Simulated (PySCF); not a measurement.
Relaxation of quintet Hf₃

These are results of PySCF, UPBE0, basis Hf def2-TZVP with ECP60 (scalar-relativistic core potentials, no spin–orbit coupling, density fitting), not measurements. A (50,194) grid was used.

A hand-made obtuse triangle start, of C2v symmetry, held to at least that symmetry:

```xyz
3
charge 0 multiplicity 5, angstrom
Hf    0.0000   -1.2160    0.0000
Hf    2.3712    0.6080    0.0000
Hf   -2.3712    0.6080    0.0000
```

Optimiser trace:
```tsv
step	E − E(last) (kJ/mol)	largest gradient (Eh/bohr)
0	188.33	0.02645
1	167.63	0.02526
2	111.22	0.01551
3	66.45	0.04198
4	29.61	0.05944
5	2.81	0.01426
6	0.77	0.00808
7	0.01	0.00089
8	0.00	0.00005
```

It ends at C2v with Hf–Hf 2.713 Å (×2), Hf–Hf 2.956 Å; Hf–Hf–Hf 57.0° (×2), Hf–Hf–Hf 66.0° (after a last refinement on a finer grid). A frequency run shows a minimum. Other isomers or separated fragments may lie lower.

Final geometry:
Z-matrix (Å, degrees; charge 0 multiplicity 5):
```
Hf
Hf 1 2.7132
Hf 1 2.7132 2 66.00
```

Other spin states or occupations of the open shell can lie lower. At this level a triplet minimum of D3h symmetry lies 60 kJ/mol below this structure. Spin–orbit coupling, left out here, can matter for elements this heavy.

The relaxation took 43 s on 4 threads of a shared Arm Neoverse V1 host, with 120 basis functions and 10 gradients.
